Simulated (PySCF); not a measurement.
Isomers of C4H9FO2Si2.

All values: PBE0/pcSseg-1 (PySCF) at GFN2-xTB geometries, gas phase, one conformer each.

Problem. Rank by the highest Hirshfeld charge on any atom, lowest value first.
A. `[CH3:1][O:2][C:3]1=[C:4]([CH3:5])[O:6][Si@H:7]([F:8])[SiH2:9]1` with C1–O2–C3–C4 -165°
B. `[CH2:1]=[CH:2][CH2:3][C@@H:4]1[O:5][Si@@H:6]([F:7])[O:8][SiH2:9]1` with C1–C2–C3–C4 -120°, C2–C3–C4–O5 -173°
C. `[CH3:1][O:2][C@@H:3]1[CH:4]=[C:5]([SiH2:6][F:7])[SiH2:8][O:9]1` with C1–O2–C3–C4 -177°, C4–C5–Si6–F7 178°
D. `[O:1]=[C:2]([OH:3])[SiH2:4][CH2:5]/[C:6]([SiH3:7])=[CH:8]\[F:9]` with O1–C2–O3–H 0°, O1–C2–Si4–C5 22°, C2–Si4–C5–C6 -164°, Si4–C5–C6–Si7 100°
E. `[CH3:1][O:2][C@H:3]1[CH:4]=[C:5]([F:6])[SiH2:7][SiH2:8][O:9]1` with C1–O2–C3–C4 165°, O2–C3–C4–C5 57°, C4–C5–Si7–Si8 30°, C5–Si7–Si8–O9 -19°, Si7–Si8–O9–C3 -27°
F. `[CH3:1][O:2][C@H:3]1[O:4][SiH2:5][C:6]([F:7])=[CH:8][SiH2:9]1` with C1–O2–C3–O4 69°, O2–C3–O4–Si5 55°, C3–O4–Si5–C6 45°, O4–Si5–C6–F7 170°, C6–C8–Si9–C3 -12°

Solution. E (+0.302 e), D (+0.341 e), F (+0.390 e), A (+0.412 e), C (+0.423 e), B (+0.530 e).

Problem. Rank by the lowest Hirshfeld charge on any atom, highest value first.
A. `[O:1]=[C:2]([OH:3])[SiH2:4][CH2:5]/[C:6]([SiH3:7])=[CH:8]\[F:9]` with O1–C2–O3–H 0°, O1–C2–Si4–C5 22°, C2–Si4–C5–C6 -164°, Si4–C5–C6–Si7 100°
B. `[F:1][Si@@H:2]1[O:3][SiH2:4][C@@H:5]([CH:6]2[CH2:7][CH2:8]2)[O:9]1` with Si4–C5–C6–C7 -89°, F1–Si2–O3–Si4 -118°, Si2–O3–Si4–C5 -4°, O3–Si4–C5–C6 -110°, C5–C6–C7–C8 -110°
C. `[CH3:1][O:2][C@H:3]1[O:4][SiH2:5][C:6]([F:7])=[CH:8][SiH2:9]1` with C1–O2–C3–O4 69°, O2–C3–O4–Si5 55°, C3–O4–Si5–C6 45°, O4–Si5–C6–F7 170°, C6–C8–Si9–C3 -12°
D. `[CH3:1][O:2][C:3]1=[C:4]([CH3:5])[O:6][Si@H:7]([F:8])[SiH2:9]1` with C1–O2–C3–C4 -165°
E. `[CH2:1]=[CH:2][Si@:3]([OH:4])([CH:5]=[O:6])[SiH2:7][CH2:8][F:9]` with C1–C2–Si3–O4 -7°, C2–Si3–O4–H -90°, C2–Si3–C5–O6 116°, C2–Si3–Si7–C8 48°, Si3–Si7–C8–F9 43°

Solution. D (-0.207 e), C (-0.228 e), A (-0.268 e), E (-0.302 e), B (-0.320 e).

Problem. Rank by dipole moment, lowest first.
A. `[CH2:1]=[CH:2][Si@:3]([OH:4])([CH:5]=[O:6])[SiH2:7][CH2:8][F:9]` with C1–C2–Si3–O4 -7°, C2–Si3–O4–H -90°, C2–Si3–C5–O6 116°, C2–Si3–Si7–C8 48°, Si3–Si7–C8–F9 43°
B. `[O:1]=[C:2]([OH:3])[SiH2:4][CH2:5]/[C:6]([SiH3:7])=[CH:8]\[F:9]` with O1–C2–O3–H 0°, O1–C2–Si4–C5 22°, C2–Si4–C5–C6 -164°, Si4–C5–C6–Si7 100°
C. `[CH3:1][O:2][C@@H:3]1[CH:4]=[C:5]([SiH2:6][F:7])[SiH2:8][O:9]1` with C1–O2–C3–C4 -177°, C4–C5–Si6–F7 178°
D. `[CH2:1]=[CH:2][CH2:3][C@@H:4]1[O:5][Si@@H:6]([F:7])[O:8][SiH2:9]1` with C1–C2–C3–C4 -120°, C2–C3–C4–O5 -173°
E. `[CH3:1][O:2][C:3]1=[C:4]([CH3:5])[O:6][Si@H:7]([F:8])[SiH2:9]1` with C1–O2–C3–C4 -165°

Solution. B (1.10 D), C (2.06 D), A (2.54 D), E (2.73 D), D (2.88 D).

All values together:

```
                         SMILES  μ (D)  HOMO (eV)  LUMO (eV)  lowest IAO charge (e)  highest IAO charge (e)  lowest Hirshfeld charge (e)  highest Hirshfeld charge (e)
 C=CC[C@@H]1O[Si@@H](F)O[SiH2]1   2.88      -7.81      -0.35             -0.891 (O)             +1.551 (Si)                   -0.319 (O)                   +0.530 (Si)
    O=C(O)[SiH2]C/C([SiH3])=C\F   1.10      -7.34      -0.56             -0.534 (C)             +0.726 (Si)                   -0.268 (O)                   +0.341 (Si)
     COC1=C(C)O[Si@H](F)[SiH2]1   2.73      -5.98      -0.74             -0.605 (O)             +1.156 (Si)                 -0.207 (O/F)                   +0.412 (Si)
F[Si@@H]1O[SiH2][C@@H](C2CC2)O1   3.00      -7.89       0.01             -0.892 (O)             +1.550 (Si)                   -0.320 (O)                   +0.530 (Si)
       C=C[Si@](O)(C=O)[SiH2]CF   2.54      -6.84      -1.64             -0.789 (O)             +0.968 (Si)                   -0.302 (O)                   +0.348 (Si)
   CO[C@H]1O[SiH2]C(F)=C[SiH2]1   2.02      -7.63      -0.61             -0.649 (O)             +0.989 (Si)                   -0.228 (O)                   +0.390 (Si)
   CO[C@H]1C=C(F)[SiH2][SiH2]O1   2.47      -7.42      -0.54             -0.645 (O)             +0.711 (Si)                   -0.233 (O)                   +0.302 (Si)
  CO[C@@H]1C=C([SiH2]F)[SiH2]O1   2.06      -7.98      -1.08             -0.656 (O)             +1.097 (Si)                   -0.232 (O)                   +0.423 (Si)
```

Conformers: `[CH2:1]=[CH:2][CH2:3][C@@H:4]1[O:5][Si@@H:6]([F:7])[O:8][SiH2:9]1` with C1–C2–C3–C4 -120°, C2–C3–C4–O5 -173°; `[O:1]=[C:2]([OH:3])[SiH2:4][CH2:5]/[C:6]([SiH3:7])=[CH:8]\[F:9]` with O1–C2–O3–H 0°, O1–C2–Si4–C5 22°, C2–Si4–C5–C6 -164°, Si4–C5–C6–Si7 100°; `[CH3:1][O:2][C:3]1=[C:4]([CH3:5])[O:6][Si@H:7]([F:8])[SiH2:9]1` with C1–O2–C3–C4 -165°; `[F:1][Si@@H:2]1[O:3][SiH2:4][C@@H:5]([CH:6]2[CH2:7][CH2:8]2)[O:9]1` with Si4–C5–C6–C7 -89°, F1–Si2–O3–Si4 -118°, Si2–O3–Si4–C5 -4°, O3–Si4–C5–C6 -110°, C5–C6–C7–C8 -110°; `[CH2:1]=[CH:2][Si@:3]([OH:4])([CH:5]=[O:6])[SiH2:7][CH2:8][F:9]` with C1–C2–Si3–O4 -7°, C2–Si3–O4–H -90°, C2–Si3–C5–O6 116°, C2–Si3–Si7–C8 48°, Si3–Si7–C8–F9 43°; `[CH3:1][O:2][C@H:3]1[O:4][SiH2:5][C:6]([F:7])=[CH:8][SiH2:9]1` with C1–O2–C3–O4 69°, O2–C3–O4–Si5 55°, C3–O4–Si5–C6 45°, O4–Si5–C6–F7 170°, C6–C8–Si9–C3 -12°; `[CH3:1][O:2][C@H:3]1[CH:4]=[C:5]([F:6])[SiH2:7][SiH2:8][O:9]1` with C1–O2–C3–C4 165°, O2–C3–C4–C5 57°, C4–C5–Si7–Si8 30°, C5–Si7–Si8–O9 -19°, Si7–Si8–O9–C3 -27°; `[CH3:1][O:2][C@@H:3]1[CH:4]=[C:5]([SiH2:6][F:7])[SiH2:8][O:9]1` with C1–O2–C3–C4 -177°, C4–C5–Si6–F7 178°.
